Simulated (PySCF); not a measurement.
A GIAO shielding run with PySCF (density fitting, non-relativistic, gas phase) on `InChI=1S/CH12OSi4/c3-1-5-6-2-4/h1,5-6H2,3-4H3`:

```
$ OMP_NUM_THREADS=1 python probes_run.py task.json out

{"job": {"kind": "nmr", "xc": "PBE0", "basis": "pcSseg-1"}, "charge": 0, "multiplicity": 1}
Si    -2.633298     1.018640     0.326221
C     -2.228725    -0.789505    -0.086011
Si    -0.385694    -1.269700     0.011945
Si     0.814619    -0.308123    -1.701794
O      2.249965     0.185474    -1.117228
Si     3.419924     0.686002    -0.124870
H     -4.076147     1.250704     0.190218
H     -2.236960     1.316196     1.704810
H     -1.923706     1.913197    -0.592007
H     -2.592994    -1.011174    -1.090421
H     -2.794466    -1.436000     0.584858
H      0.082678    -0.923678     1.367807
H     -0.323084    -2.746854    -0.033085
H      1.198553    -1.217586    -2.790229
H      0.233159     0.892301    -2.318988
H      3.492751    -0.264218     0.985257
H      4.635705     0.686724    -0.934229
H      3.058961     2.023916     0.341330
```

Hardware: 1 thread of an Intel Xeon Platinum 8259CL, shared host. The job also computes population analyses, field gradients.

Q: How large is the calculation?

A: 82 electrons, 190 basis functions and 1084 auxiliary functions.

Q: How long does it take, and how much memory does it need?

A: 42 s of wall time, with 13 SCF cycles and 4 response iterations; peak memory 0.9 GiB. Times on a shared host scatter by some tens of per cent.
